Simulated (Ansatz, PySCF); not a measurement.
Gas-phase reaction in SMILES: [SbH2] (SbH2) -> [SbH2] (SbH2) as singlet, charge +1 + e-
Each molecule is optimised on its own at B3LYP-D3(BJ)/def2-TZVP (Ansatz, a quantum-chemistry and plane-wave program). Unstable Hartree-Fock reference: [SbH2] (SbH2) as singlet, charge +1. A spin state is the lowest found, not a proven ground state.
Geometry of the first species:
```xyz
3

Sb    -0.0160    -0.0195     0.0381
H     -0.5332     1.2693    -0.9731
H      1.3506    -0.2759    -0.9706
```
Charge 0, spin multiplicity 2.

Quantity: adiabatic ionisation energy (0 K, with B3LYP-D3(BJ) harmonic zero-point energies from PySCF), in eV. Correlated levels leave the core frozen unless marked. Open shells are spin-unrestricted. Spin-orbit coupling is left out. The frozen core is the preceding noble-gas configuration, with the filled d and f shells of earlier blocks. In def2 rows, elements after Kr have scalar-relativistic effective core potentials. CBS(X,Y): correlation extrapolated as X^-3; Hartree-Fock from the larger set.

| level | program | adiabatic ionisation energy (eV) | minus last row |
|---|---|---|---|
| HF/def2-TZVPPD | Ansatz | 8.25 | -0.42 |
| r2SCAN-D3(BJ)/def2-TZVPD | Ansatz + dftd3 | 8.89 | 0.22 |
| B3LYP/def2-TZVPD | Ansatz | 8.73 | 0.06 |
| r2SCANh/def2-TZVPD | Ansatz | 8.90 | 0.23 |
| HSE06-D4/def2-TZVPD | Ansatz + dftd4 | 8.76 | 0.09 |
| B2PLYP/def2-TZVPD | Ansatz | 8.63 | -0.04 |
| CCSD/def2-SVP | Ansatz | 8.40 | -0.27 |
| CCSD/def2-SVPD | Ansatz | 8.45 | -0.22 |
| CCSD/CBS(def2-TZVPP,def2-QZVPP) | Ansatz | 8.63 | -0.04 |
| CCSD(T)/CBS(def2-TZVPPD,def2-QZVPPD) | Ansatz | 8.67 | 0.00 |
